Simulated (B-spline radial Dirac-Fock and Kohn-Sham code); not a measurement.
Auger parameter of tungsten: the K level and its strongest K-LL line

Level of theory: Dirac-Fock (average of configuration) total-energy differences with a finite nucleus, the Breit interaction including its frequency dependence, and self-energy and vacuum-polarisation corrections; a radial atomic solver. The modified Auger parameter α′ is the binding energy plus the kinetic energy of the Auger electron; it does not depend on the energy zero. For free ions it tends to fall with charge, since less charge screens the final holes.

```
           species           configuration  binding 1s (eV)  Auger line  kinetic (eV)   α′ (eV)
                 W       [Xe] 4f14 5d4 6s2          69528.4    L2L3 J=2       47517.1  117045.6
                 W       [Xe] 4f14 5d5 6s1          69525.6    L2L3 J=2       47521.1  117046.7
                 W           [Xe] 4f14 5d6          69523.2    L2L3 J=2       47524.7  117048.0
                W⁺       [Xe] 4f14 5d4 6s1          69536.7    L2L3 J=2       47507.5  117044.2
                W⁺       [Xe] 4f14 5d3 6s2          69540.1    L2L3 J=2       47503.1  117043.2
                W⁺       [Xe] 4f14 5d4 6p1          69538.2    L2L3 J=2       47506.1  117044.3
   W⁺ (Watson 2 Å)       [Xe] 4f14 5d4 6s1          69529.8    L2L3 J=2       47514.6  117044.4
               W²⁺           [Xe] 4f14 5d4          69546.0    L2L3 J=2       47497.0  117043.1
W²⁺ (Watson 1.6 Å)           [Xe] 4f14 5d4          69528.7    L2L3 J=2       47514.8  117043.5
               W³⁺           [Xe] 4f14 5d3          69560.1    L2L3 J=2       47481.0  117041.1
W³⁺ (Watson 1.6 Å)           [Xe] 4f14 5d3          69533.6    L2L3 J=2       47507.8  117041.4
W³⁺ (Watson 2.2 Å)           [Xe] 4f14 5d3          69540.5    L2L3 J=2       47500.6  117041.1
               W⁴⁺           [Xe] 4f14 5d2          69575.7    L2L3 J=2       47463.7  117039.4
               W⁴⁺       [Xe] 4f14 5d1 6s1          69580.0    L2L3 J=2       47458.4  117038.4
               W⁴⁺           [Xe] 4f14 6s2          69584.6    L2L3 J=2       47453.0  117037.5
               W⁴⁺       [Xe] 4f14 5d1 6p1          69581.4    L2L3 J=2       47457.1  117038.5
               W⁵⁺           [Xe] 4f14 5d1          69592.4    L2L3 J=2       47445.3  117037.7
W⁵⁺ (Watson 2.7 Å)           [Xe] 4f14 5d1          69565.7    L2L3 J=2       47472.0  117037.7
               W⁶⁺               [Xe] 4f14          69610.3    L2L3 J=2       47425.8  117036.1
W⁶⁺ (Watson 1.6 Å)               [Xe] 4f14          69556.3    L2L3 J=2       47479.8  117036.1
               W⁷⁺               [Xe] 4f13          69641.2    L2L3 J=2       47390.6  117031.8
               W⁸⁺  [Kr] 4d10 4f14 5s2 5p4          69657.0    L2L3 J=2       47379.3  117036.3
```

Values without a named source are computed, but for edge energies of neutral atoms, which are taken from tables.
